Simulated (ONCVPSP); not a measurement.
# Pseudopotential generation for sulfur (S): ONCV, LDA (Perdew-Wang 92), scalar-relativistic.

Input for ONCVPSP 4.0.1:

```
# ATOM AND REFERENCE CONFIGURATION
# atsym  z   nc   nv     iexc    psfile
  S 16.00    3    2  -001012      upf
#
#   n    l    f
    1    0    2.00
    2    0    2.00
    2    1    6.00
    3    0    2.00
    3    1    3.00
#
# PSEUDOPOTENTIAL AND OPTIMIZATION
# lmax
    1
#
#   l,   rc,      ep,       ncon, nbas, qcut
    0    1.25    0.00    4    7    5.80
    1    1.50    0.00    3    6    6.40
#
# LOCAL POTENTIAL
# lloc, lpopt,  rc(5),   dvloc0
    4    5    0.85   -1.00
#
# VANDERBILT-KLEINMAN-BYLANDER PROJECTORs
# l, nproj, debl
    0    2    1.80
    1    2    1.80
#
# MODEL CORE CHARGE
# icmod, fcfact, rcfact
    3    3.75    1.40
#
# LOG DERIVATIVE ANALYSIS
# epsh1, epsh2, depsh
   -3.00    5.00    0.02
#
# OUTPUT GRID
# rlmax, drl
    6.00    0.01
#
# TEST CONFIGURATIONS
# ncnf
    4
# nvcnf
#   n    l    f
    2
    3    0    2.00
    3    1    4.00
#
    2
    3    0    2.00
    3    1    2.00
#
    2
    3    0    2.00
    3    1    1.00
#
    2
    3    0    1.00
    3    1    4.00
#
```

Command:

```bash
oncvpsp.x < S.dat > S.out
```

Resulting log (shortened: citation, most of the input echo, consistency checks and plot data are left out):

```
ONCVPSP  (Optimized Norm-Conservinng Vanderbilt PSeudopotential)
scalar-relativistic version 4.0.1

#   n    l    f        energy (Ha)
    1    0    2.00    -8.8535225E+01
    2    0    2.00    -8.1771539E+00
    2    1    6.00    -6.1834577E+00
    3    0    2.00    -1.0154006E+00
    3    1    3.00    -6.2030924E-01

Reference configufation results
  iterations    24
  all-electron total energy (Ha)   -3.97396252D+02

Begin loop to  construct optimized pseudo wave functions
and semi-local pseudopoentials for all angular momenta

   Wellstate for l =  0  n =  4
     eigenvalue =   0.7846
     asymptotic potential =   1.2846
     half-point radius =  2.4173

Calculating optimized projector #   1

 for l=   0

    Fraction of norm inside rc  0.275804
    Optimizing pswf for qcut=   5.81 a_B^-1,  ecut=  16.88 Ha
    Residual kinetic energy error=  2.30D-04 Ha

    Energy error per electron        Cutoff
         Ha          eV             Ha
         0.01000     0.27211        9.43
         0.00100     0.02721       13.27
         0.00010     0.00272       58.38
         0.00001     0.00027       81.49

Calculating optimized projector #   2

 for l=   0

    Fraction of norm inside rc  0.111205
    Optimizing pswf for qcut=   5.81 a_B^-1,  ecut=  16.88 Ha
    Residual kinetic energy error=  3.72D-03 Ha

    Energy error per electron        Cutoff
         Ha          eV             Ha
         0.01000     0.27211       13.71
         0.00100     0.02721       21.65
         0.00010     0.00272       89.41
         0.00001     0.00027      113.14

   Wellstate for l =  1  n =  5
     eigenvalue =   1.1797
     asymptotic potential =   1.6797
     half-point radius =  4.3469

Calculating optimized projector #   1

 for l=   1

    Fraction of norm inside rc  0.334433
    Optimizing pswf for qcut=   6.39 a_B^-1,  ecut=  20.42 Ha
    Residual kinetic energy error=  8.44D-06 Ha

    Energy error per electron        Cutoff
         Ha          eV             Ha
         0.01000     0.27211        4.37
         0.00100     0.02721        9.92
         0.00010     0.00272       16.12
         0.00001     0.00027       20.29

Calculating optimized projector #   2

 for l=   1

    Fraction of norm inside rc  0.088933
    Optimizing pswf for qcut=   6.39 a_B^-1,  ecut=  20.42 Ha
    Residual kinetic energy error=  3.01D-05 Ha

    Energy error per electron        Cutoff
         Ha          eV             Ha
         0.01000     0.27211        5.01
         0.00100     0.02721        7.40
         0.00010     0.00272       16.13
         0.00001     0.00027       64.91

Construct Vanderbilt / Kleinmman-Bylander projectors

B matrix Hermiticity error, ll=   0
   1   2    1.1326E-04

  Orthonormal projector coefficients -1.3980E+01  5.8747E+00

B matrix Hermiticity error, ll=   1
   1   2   -8.1220E-05

  Orthonormal projector coefficients  5.9499E+00  4.9450E-01

Model core correction analysis
  based on d2Exc/dn_idn_j

d2excae - all-electron derivatives

   -3.752164D-02   -3.299943D-02
   -3.300019D-02   -3.149527D-02

d2excps - pseudofunction derivatives with no core correction

   -4.313961D-02   -3.713759D-02
   -3.713930D-02   -3.445463D-02

rms 2nd derivative error    4.317869E-03

rmatch, rhocmatch    0.9246    1.9554

Teter function model core charge with specified parameters

d2excps - pseudofunction derivatives with core correction

   -3.853640D-02   -3.384408D-02
   -3.384476D-02   -3.209242D-02

rms 2nd derivative error    8.386105E-04

Pseudoatom total energy   -9.718525

Diagnostic tests using Vanderbilt-Kleinman-Bylander pseudopotentials
  1 or more projectors used as specified by nproj input data

   l    rcore       rmatch      e in        delta e   norm test  slope test

   0   1.2545034   1.2925929  -1.0154006  -0.0000040   1.0000605   1.0000248
run_diag: lschvkbbe ERROR   2   1   0  60  7.84599369E-01  6.56139432E-01
   0   1.2545034   1.2925929   0.7845994  -0.1284599   0.0756174   0.0850960

   1   1.5011057   1.5466825  -0.6203092   0.0000028   1.0000291   1.0027391
   1   1.5011057   1.5466825   1.1796908   0.0000583   1.0001809   1.0001809

 Testing for bound ghosts
   n   l    E NL Schr. Eq   E Basis Diag.   E Cutoff

       0                       -7.168765    118.24  WARNING - GHOST(-)
   1   0       -1.015405       -0.999779    118.24

   2   1       -0.620306       -0.609078     67.83

 Testing for highly-localized positive-energy ghosts
       l    <radius>/rc     E Basis Diag.   E Cutoff

Test configuration 0

   n   l     f        eae           eps        diff
   1   0  2.0000  -88.53522509
   2   0  2.0000   -8.17715394
   2   1  6.0000   -6.18345768
   3   0  2.0000   -1.01540063   -1.01540458   -3.96D-06
   3   1  3.0000   -0.62030924   -0.62030649    2.75D-06

    Total energies and differences
      AE_ref= -3.97396252D+02  AE_tst= -3.97396252D+02  dif=  0.00D+00
      PS_ref= -9.71852483D+00  PS_tst= -9.71852483D+00  dif= -5.33D-15
      PSP excitation error=  5.33D-15

Test configuration 1

   n   l     f        eae           eps        diff
   1   0  2.0000  -88.09517547
   2   0  2.0000   -7.74642529
   2   1  6.0000   -5.75168696
   3   0  2.0000   -0.63506356   -0.63512956   -6.60D-05
   3   1  4.0000   -0.26117460   -0.26123663   -6.20D-05

    Total energies and differences
      AE_ref= -3.97396252D+02  AE_tst= -3.97832026D+02  dif= -4.36D-01
      PS_ref= -9.71852483D+00  PS_tst= -1.01543831D+01  dif= -4.36D-01
      PSP excitation error=  8.42D-05

Test configuration 2

   n   l     f        eae           eps        diff
   1   0  2.0000  -89.06755669
   2   0  2.0000   -8.69066585
   2   1  6.0000   -6.69898124
   3   0  2.0000   -1.44781989   -1.44735043    4.69D-04
   3   1  2.0000   -1.03166264   -1.03115888    5.04D-04

    Total energies and differences
      AE_ref= -3.97396252D+02  AE_tst= -3.96574184D+02  dif=  8.22D-01
      PS_ref= -9.71852483D+00  PS_tst= -8.89660490D+00  dif=  8.22D-01
      PSP excitation error=  1.48D-04

Test configuration 3

   n   l     f        eae           eps        diff
   1   0  2.0000  -89.68337082
   2   0  2.0000   -9.27656996
   2   1  6.0000   -7.28802005
   3   0  2.0000   -1.92134755   -1.91965703    1.69D-03
   3   1  1.0000   -1.48520411   -1.48340269    1.80D-03

    Total energies and differences
      AE_ref= -3.97396252D+02  AE_tst= -3.95319016D+02  dif=  2.08D+00
      PS_ref= -9.71852483D+00  PS_tst= -7.64243048D+00  dif=  2.08D+00
      PSP excitation error=  1.14D-03

Test configuration 4

   n   l     f        eae           eps        diff
   1   0  2.0000  -88.58435252
   2   0  2.0000   -8.22645431
   2   1  6.0000   -6.23188435
   3   0  1.0000   -1.03966605   -1.03963808    2.80D-05
   3   1  4.0000   -0.64104448   -0.64104552   -1.04D-06

    Total energies and differences
      AE_ref= -3.97396252D+02  AE_tst= -3.96999381D+02  dif=  3.97D-01
      PS_ref= -9.71852483D+00  PS_tst= -9.32165859D+00  dif=  3.97D-01
      PSP excitation error=  4.35D-06
```

Note: ghosts flagged at negative energy: s at -195.1 eV; no localised positive-energy state flagged. A true bound ghost makes a file unfit for plane-wave use.

The run took about 1.6 s on one core of a shared server CPU.
